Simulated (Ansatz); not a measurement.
C$_{3}$H$_{9}$GeN (`C=CC[NH][GeH3]`) at its PBE0-D4/def2-TZVP geometry, where that method's forces vanish. Charge 0, multiplicity 1.

```json
{"atom": "C1", "x (Å)": "-1.147", "y (Å)": "-2.174", "z (Å)": "1.113"}
{"atom": "C2", "x (Å)": "-0.890", "y (Å)": "-0.874", "z (Å)": "1.104"}
{"atom": "C3", "x (Å)": "-0.508", "y (Å)": "-0.100", "z (Å)": "-0.114"}
{"atom": "N4", "x (Å)": "0.766", "y (Å)": "0.570", "z (Å)": "0.083"}
{"atom": "Ge5", "x (Å)": "1.280", "y (Å)": "1.858", "z (Å)": "-1.125"}
{"atom": "H6", "x (Å)": "-1.417", "y (Å)": "-2.696", "z (Å)": "2.023"}
{"atom": "H7", "x (Å)": "-1.100", "y (Å)": "-2.763", "z (Å)": "0.202"}
{"atom": "H8", "x (Å)": "-0.926", "y (Å)": "-0.302", "z (Å)": "2.029"}
{"atom": "H9", "x (Å)": "-1.266", "y (Å)": "0.673", "z (Å)": "-0.296"}
{"atom": "H10", "x (Å)": "-0.529", "y (Å)": "-0.769", "z (Å)": "-0.988"}
{"atom": "H11", "x (Å)": "1.496", "y (Å)": "-0.096", "z (Å)": "0.299"}
{"atom": "H12", "x (Å)": "1.342", "y (Å)": "1.339", "z (Å)": "-2.583"}
{"atom": "H13", "x (Å)": "2.668", "y (Å)": "2.353", "z (Å)": "-0.695"}
{"atom": "H14", "x (Å)": "0.232", "y (Å)": "2.981", "z (Å)": "-1.052"}
```

For each bond, give half the difference of the two atoms' forces along it (eV/Å; positive pushes the atoms apart) under PBE-D4, r2SCAN-D4, B3LYP-D4, ωB97M-V in def2-TZVPP. (Best estimate.)

Computed: 
```
   bond  length (Å)  PBE-D4  r2SCAN-D4  B3LYP-D4  ωB97M-V
  C1–C2       1.325    0.36       0.17      0.08    -0.04
  C1–H6       1.084    0.01      -0.07     -0.08    -0.05
  C1–H7       1.086    0.02      -0.06     -0.07    -0.05
  C2–C3       1.493   -0.13       0.00      0.08     0.19
  C2–H8       1.088    0.04      -0.06     -0.11    -0.10
  C3–N4       1.453    0.08       0.21      0.20     0.22
  C3–H9       1.098    0.11      -0.04     -0.12    -0.14
 C3–H10       1.101    0.11      -0.05     -0.09    -0.14
 N4–Ge5       1.839    0.16       0.02      0.15     0.04
 N4–H11       1.011    0.22       0.01     -0.09    -0.08
Ge5–H12       1.549    0.04      -0.04     -0.03    -0.08
Ge5–H13       1.535    0.03      -0.06     -0.05    -0.09
Ge5–H14       1.537    0.05      -0.05     -0.03    -0.08
```

B3LYP here is the variant with VWN-RPA as its local correlation; programs differ in this.
